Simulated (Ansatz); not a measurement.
A run for Ansatz (an electronic-structure program): R-r2SCAN/def2-TZVPP on CH4F2OSi (SMILES O[SiH2]C(F)F).

Ansatz 0.2 input:
```yaml
crystal:
  periodic: [false, false, false]
  atoms:
    - {symbol: O, position_ang: [-1.80316410, 0.59523209, -0.12707176]}
    - {symbol: Si, position_ang: [-0.61240548, -0.50790455, 0.14211647]}
    - {symbol: C, position_ang: [1.12385893, 0.30456849, 0.02914201]}
    - {symbol: F, position_ang: [2.07739878, -0.66748117, 0.26620423]}
    - {symbol: F, position_ang: [1.27519594, 1.27052454, 0.99785922]}
    - {symbol: H, position_ang: [-2.03029346, 0.84255968, -1.02605080]}
    - {symbol: H, position_ang: [-0.77889690, -1.01632433, 1.51339520]}
    - {symbol: H, position_ang: [-0.62851504, -1.59268830, -0.86700021]}
    - {symbol: H, position_ang: [1.37682130, 0.77151354, -0.92859438]}
basis:
  gaussian:
    orbitals: def2-TZVPP
hamiltonian:
  xc: {name: r2SCAN}
scf: {lower_state_search: off}
```

Program output:

```
WARN ansatz: RAYON_NUM_THREADS=4 ignored (pool sized by the plan → 4); use --threads N
Functional definition: r2SCAN
these checks for a lower state are left out or cut short: stability, starts, cluster_reference, orbital_swaps, neighbouring_geometries, increment
integrals: 0.14 GiB planned
1167 factors; their error is unknown
mean field: 0.97 GiB planned
mean field evaluation 1: about -16454.8794 eV, gradient 6.2e1 eV
mean field evaluation 2: about -16439.2290 eV, gradient 1.1e2 eV
mean field evaluation 4: about -16460.9067 eV, gradient 5.6e0 eV
mean field evaluation 8: about -16460.9625 eV, gradient 2.3e-1 eV
mean field evaluation 16: about -16460.9333 eV, gradient 3.0e-4 eV
mean field -16460.93334814 eV, -604.9281429229 hartree, gradient 2.5e-6 eV, S^2 0.000000; 0 other end points of the search recorded, 0 dependent functions left out
reference -16460.93335884 eV, -604.9281433159 hartree; 25, 25 occupied and 197, 197 virtual orbitals, 1167 factors
Total energy: -16460.93335884 eV, -604.9281433159 hartree
Checks for a lower state left out: stability, starts, cluster_reference, orbital_swaps, neighbouring_geometries, increment
```

The calculation finished and met its thresholds.

Cost: around 5 core-seconds (rough).
